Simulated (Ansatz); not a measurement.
`C=C=C[CH2][GeH3]` + H₂O → `O[CH2][GeH3]` + `C=C=C`  (formal hydrolysis of a C–C bond)

Program: Ansatz. Geometries: PBE0-D4/def2-TZVP. ΔE: electronic, gas phase. CBS: MP2 limit from def2 TZ/QZ plus the TZ coupled-cluster correction, frozen cores. This one scheme is used for every species. DFT in def2-TZVPP. For Ge outer-core shells are correlated without core-valence functions, which leaves a few kJ/mol of doubt a bond. Scalar relativity is left out up to krypton. Each species was taken in one conformer, which may not be the lowest.

| species | r2SCAN-D4 energy (Eh) |
| --- | --- |
| `C=C=C[CH2][GeH3]` | -2234.12199 |
| H₂O | -76.42324 |
| `O[CH2][GeH3]` | -2193.89167 |
| `C=C=C` | -116.62615 |

Work out ΔE.

ΔE = (-2193.89167) + (-116.62615) − (-2234.12199) − (-76.42324) = 0.02741 Eh = +17.2 kcal/mol. CCSD(T)/CBS gives +19.3 kcal/mol.

Largest T1 diagnostic among the species: 0.012.

From PBE to PBE0 (25 % exact exchange), in def2-TZVPP and without D4, ΔE moves by +0.7 kcal/mol. The D4 term adds +1.8 kcal/mol with B3LYP and +1.1 kcal/mol with PBE0; it sums over pairs of atoms, weighted by their polarisabilities, and B3LYP, whose exchange is more repulsive, gets the larger term. In def2-TZVPP, CCSD(T) changes the Hartree–Fock value by +4.3 kcal/mol (the triples alone add +0.6 kcal/mol) and MP2 by +6.8 kcal/mol.

B3LYP here is the variant with VWN-RPA as its local correlation; programs differ in this.
